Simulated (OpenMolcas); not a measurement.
**OpenMolcas run: C2+**

Input:

```
&GATEWAY
Coord
1

C 0.0 0.0 0.0
Basis=ANO-RCC
Group=XYZ
NoMove
AngMom=0.0 0.0 0.0
AMFI
&SEWARD
* reference wave functions (RASSCF and RASSI steps not shown): 2 electrons in 9 orbitals (RAS2 2s 2p; RAS3 3d, at most 2 electrons)
>>> COPY JOB001 $Project.JobIph
&CASPT2
XMultistate=3 1 2 3
Frozen=0 0
IPEA=0.0
Imaginary=0.1
MaxIter=60
WThr=0.0 0.3 0.05
PrWF=0.5
NoMix
>>> COPY JOB002 $Project.JobIph
&CASPT2
XMultistate=7 1 2 3 4 5 6 7
Frozen=0 0
IPEA=0.0
Imaginary=0.1
MaxIter=60
WThr=0.0 0.3 0.05
PrWF=0.5
NoMix
>>> COPY JOB003 $Project.JobIph
&CASPT2
XMultistate=3 1 2 3
Frozen=0 0
IPEA=0.0
Imaginary=0.1
MaxIter=60
WThr=0.0 0.3 0.05
PrWF=0.5
NoMix
...
```

Launched by
```bash
OMP_NUM_THREADS=1 MOLCAS_MEM=2252 MOLCAS_PROJECT=a pymolcas a.inp > a.log  # once for each step of the input, in one work folder
```

Output, cut to the results:

```
--- CASPT2 ---
Orbital specifications:
      -----------------------

      Symmetry species                           1   2
                                                ag  au
      Frozen orbitals                            0   0
      Inactive orbitals                          1   0
      Active orbitals                            6   3
      Secondary orbitals                        39  42
      Deleted orbitals                           0   0
      Number of basis functions                 46  45
Type of calculation                        XMS-CASPT2
      Fock operator                              state-average
      IPEA shift                                 0.00
      Real shift                                 0.00
      Imaginary shift                            0.10
      The input orbitals will be transformed to quasi-canonical
      The input states will be rotated to diagonalize the Fock operator
Reference energy:         -35.8626799007
      E2 (Non-variational):      -0.0482477865
      Shift correction:          -0.0000049445
      E2 (Variational):          -0.0482527310
      Total energy:             -35.9109326316
      Residual norm:              0.0000002032
      Reference weight:           0.99782
      Contributions to the CASPT2 correlation energy
      Active & Virtual Only:         -0.0035778768
      One Inactive Excited:          -0.0094048123
      Two Inactive Excited:          -0.0352650975
Reference energy:         -35.8626799007
      E2 (Non-variational):      -0.0482477865
      Shift correction:          -0.0000049445
      E2 (Variational):          -0.0482527310
      Total energy:             -35.9109326316
      Residual norm:              0.0000002032
      Reference weight:           0.99782
      Contributions to the CASPT2 correlation energy
      Active & Virtual Only:         -0.0035778768
      One Inactive Excited:          -0.0094048123
      Two Inactive Excited:          -0.0352650975
::    XMS-CASPT2 Root  1     Total energy:    -35.91093263
::    XMS-CASPT2 Root  2     Total energy:    -35.91093263
::    XMS-CASPT2 Root  3     Total energy:    -35.91093263
--- CASPT2 ---
Orbital specifications:
      -----------------------

      Symmetry species                           1   2
                                                ag  au
      Frozen orbitals                            0   0
      Inactive orbitals                          1   0
      Active orbitals                            6   3
      Secondary orbitals                        39  42
      Deleted orbitals                           0   0
      Number of basis functions                 46  45
Type of calculation                        XMS-CASPT2
      Fock operator                              state-average
      IPEA shift                                 0.00
      Real shift                                 0.00
      Imaginary shift                            0.10
      The input orbitals will be transformed to quasi-canonical
      The input states will be rotated to diagonalize the Fock operator
Reference energy:         -36.4930913286
      E2 (Non-variational):      -0.0525035498
      Shift correction:          -0.0000201734
      E2 (Variational):          -0.0525237232
      Total energy:             -36.5456150519
      Residual norm:              0.0000004424
      Reference weight:           0.99557
      Contributions to the CASPT2 correlation energy
      Active & Virtual Only:         -0.0101333327
      One Inactive Excited:          -0.0087196939
      Two Inactive Excited:          -0.0336505232
Reference energy:         -35.8191673763
      E2 (Non-variational):      -0.0530400318
      Shift correction:          -0.0000187211
      E2 (Variational):          -0.0530587530
      Total energy:             -35.8722261293
      Residual norm:              0.0000005218
      Reference weight:           0.99574
      Contributions to the CASPT2 correlation energy
      Active & Virtual Only:         -0.0096909251
      One Inactive Excited:          -0.0080692226
      Two Inactive Excited:          -0.0352798841
::    XMS-CASPT2 Root  1     Total energy:    -36.53970516
::    XMS-CASPT2 Root  2     Total energy:    -35.87222622
::    XMS-CASPT2 Root  3     Total energy:    -35.87222616
::    XMS-CASPT2 Root  4     Total energy:    -35.87222615
::    XMS-CASPT2 Root  5     Total energy:    -35.87222608
::    XMS-CASPT2 Root  6     Total energy:    -35.87222604
::    XMS-CASPT2 Root  7     Total energy:    -35.70438567
--- CASPT2 ---
Orbital specifications:
      -----------------------

      Symmetry species                           1   2
                                                ag  au
      Frozen orbitals                            0   0
      Inactive orbitals                          1   0
      Active orbitals                            6   3
      Secondary orbitals                        39  42
      Deleted orbitals                           0   0
      Number of basis functions                 46  45
Type of calculation                        XMS-CASPT2
      Fock operator                              state-average
      IPEA shift                                 0.00
      Real shift                                 0.00
      Imaginary shift                            0.10
      The input orbitals will be transformed to quasi-canonical
      The input states will be rotated to diagonalize the Fock operator
Reference energy:         -36.2558882356
      E2 (Non-variational):      -0.0437566133
      Shift correction:          -0.0000017265
      E2 (Variational):          -0.0437583398
      Total energy:             -36.2996465754
      Residual norm:              0.0000002635
      Reference weight:           0.99864
      Contributions to the CASPT2 correlation energy
      Active & Virtual Only:         -0.0019991544
      One Inactive Excited:          -0.0073918298
      Two Inactive Excited:          -0.0343656290
...
```

In XMS-CASPT2 the single-state energies belong to rotated reference states; over a whole degenerate manifold the rotation is arbitrary, and only the multistate roots count.

Levels above the lowest, from the spin-orbit matrix with the multistate effective Hamiltonian, averaged by term, added to it:

| Configuration | Term | J | E (cm-1) | Measured (cm-1) | g | Term weight % |
| --- | --- | --- | --- | --- | --- | --- |
| 2s2 | 1S | 0 | 0.0 | 0.0 |  | 100 |
| 2s 2p | 3P* | 0 | 52634 | 52367 |  | 100 |
| 2s 2p | 3P* | 1 | 52660 | 52391 | 1.501 | 100 |
| 2s 2p | 3P* | 2 | 52713 | 52447 | 1.501 | 100 |
| 2s 2p | 1P* | 1 | 102923 | 102352 | 1.000 | 100 |
| 2p2 | 3P | 0 | 137947 | 137426 |  | 100 |
| 2p2 | 3P | 1 | 137973 | 137454 | 1.501 | 100 |
| 2p2 | 3P | 2 | 138026 | 137502 | 1.501 | 100 |
| 2p2 | 1D | 2 | 146495 | 145876 | 1.000 | 100 |
| 2p2 | 1S | 0 | 183332 | 182520 |  | 100 |

Against the 9 measured excited levels shown (Moore, Selected Tables of Atomic Spectra, NSRDS-NBS 3, section 3) the mean absolute deviation is 490 cm-1; the largest miss in energy is 2p2 1S0: computed 183332, measured 182520 cm-1 (+0.4 %), and the largest in proportion 2s 2p 1P* 1 (+0.6 %).

Active for correlation alone: 3d; no level in the range computed is led by a configuration that fills it, so any true level of that kind is missing. Measured partners are found by configuration, term and J. A level has none where our copy of the source lacks it or the pairing is in doubt (some pairs that miss far off the trend of their configuration count as doubtful), and it then counts in no deviation. Levels of configurations outside the active space are missing. The first state left out of the spin-orbit step lies near 440000 cm-1 above the lowest spin-free state of the reference (among the parities and spins computed), and the list stops at four fifths of that energy or lower.

The CASPT2 steps took 7.5 s on 1 thread of Arm Neoverse V2, on a shared host; the integral step is not counted.

The term weight is that of the spin-free term in the level, not the purity of its configuration. * marks odd parity.
